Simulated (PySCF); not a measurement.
## Basis-set dependence of population analyses: `[AlH2][CH2]C[SiH3]`

Compound: C₂H₉AlSi.
Bonds: Al1–C2, C2–C3, C3–Si4. Hydrogens: H5, H6 on Al1; H7, H8 on C2; H9, H10 on C3; H11, H12, H13 on Si4.

PBE0 throughout (PySCF), one geometry, spherical d and f functions. The structure is a single PBE0-D3(BJ)/def2-SVP conformer in the gas phase; no vibrational or solvent corrections. Atoms taken as equivalent share a column and are averaged. The first 7 of 8 kinds of atom are listed.

Mulliken charges (e):

| basis | functions | Al1 | C2 | C3 | Si4 | H5/H6 | H7/H8 | H9/H10 |
| --- | --- | --- | --- | --- | --- | --- | --- | --- |
| STO-3G | 37 | +0.774 | -0.353 | -0.301 | +0.532 | -0.239 | +0.044 | +0.059 |
| 6-31G | 62 | +0.698 | -0.709 | -0.608 | +0.533 | -0.186 | +0.197 | +0.197 |
| pcSseg-0 | 62 | +1.023 | -1.012 | -0.943 | +0.562 | -0.256 | +0.262 | +0.268 |
| 6-31G* | 82 | +0.448 | -0.601 | -0.537 | +0.354 | -0.112 | +0.192 | +0.194 |
| cc-pVDZ | 109 | +0.349 | -0.280 | -0.187 | +0.218 | -0.106 | +0.070 | +0.066 |
| def2-SVP | 109 | +0.607 | -0.403 | -0.286 | +0.355 | -0.174 | +0.076 | +0.077 |
| 6-311+G(2d,p) | 178 | +0.701 | -0.788 | -0.493 | +0.390 | -0.132 | +0.175 | +0.159 |
| aug-cc-pVDZ | 181 | +0.070 | +0.033 | +0.368 | -0.535 | +0.082 | -0.171 | -0.240 |
| def2-TZVP | 190 | +0.383 | -0.465 | -0.327 | +0.161 | -0.098 | +0.140 | +0.130 |
| IGLO-III | 248 | +0.783 | -0.644 | -0.418 | +0.717 | -0.240 | +0.155 | +0.132 |
| cc-pVTZ | 254 | +0.314 | -0.303 | -0.254 | +0.153 | -0.108 | +0.106 | +0.103 |

IAO charges (e):

```
        basis  functions     Al1      C2      C3     Si4   H5/H6   H7/H8  H9/H10
       STO-3G         37  +0.998  -0.611  -0.498  +0.637  -0.295  +0.112  +0.117
        6-31G         62  +0.671  -0.606  -0.494  +0.439  -0.177  +0.149  +0.147
     pcSseg-0         62  +0.703  -0.620  -0.509  +0.435  -0.185  +0.149  +0.148
       6-31G*         82  +0.736  -0.611  -0.508  +0.568  -0.199  +0.142  +0.140
      cc-pVDZ        109  +0.734  -0.610  -0.507  +0.564  -0.200  +0.143  +0.140
     def2-SVP        109  +0.757  -0.610  -0.506  +0.586  -0.208  +0.140  +0.137
6-311+G(2d,p)        178  +0.762  -0.630  -0.526  +0.598  -0.208  +0.147  +0.144
  aug-cc-pVDZ        181  +0.741  -0.619  -0.514  +0.566  -0.202  +0.146  +0.142
    def2-TZVP        190  +0.767  -0.631  -0.528  +0.607  -0.209  +0.147  +0.144
     IGLO-III        248  +0.768  -0.631  -0.528  +0.607  -0.210  +0.147  +0.144
      cc-pVTZ        254  +0.759  -0.628  -0.525  +0.592  -0.206  +0.147  +0.144
```

Which scheme is steadiest as the basis changes?

Largest range over the bases for any column: IAO 0.33 e, Mulliken 1.31 e. IAO charges move least and Mulliken charges most, counted in e. Without the minimal STO-3G basis the ranges are IAO 0.17, Mulliken 1.31 e.

How much do the charges still move between the two largest bases, IGLO-III and cc-pVTZ?

At most, over all atoms: Mulliken 0.564 e, IAO 0.015 e.

What do the same runs give for the total energy, the frontier levels and the dipole moment?

```
        basis  energy (Eh)  HOMO (eV)  LUMO (eV)  μ (D)
       STO-3G    -605.9913      -4.83       4.34   0.43
        6-31G    -613.0718      -7.22      -1.48   0.24
     pcSseg-0    -612.3726      -7.56      -1.55   0.08
       6-31G*    -613.1356      -7.15      -1.37   0.30
      cc-pVDZ    -613.1707      -7.24      -1.43   0.26
     def2-SVP    -612.9502      -7.29      -1.40   0.25
6-311+G(2d,p)    -613.2130      -7.31      -1.48   0.29
  aug-cc-pVDZ    -613.1774      -7.29      -1.51   0.25
    def2-TZVP    -613.2206      -7.28      -1.43   0.28
     IGLO-III    -613.2248      -7.29      -1.38   0.28
      cc-pVTZ    -613.2235      -7.27      -1.44   0.28
```

The dipole is fixed by the density alone, so its range of 0.35 D shows that the density itself changes with the basis, not only its division among atoms.
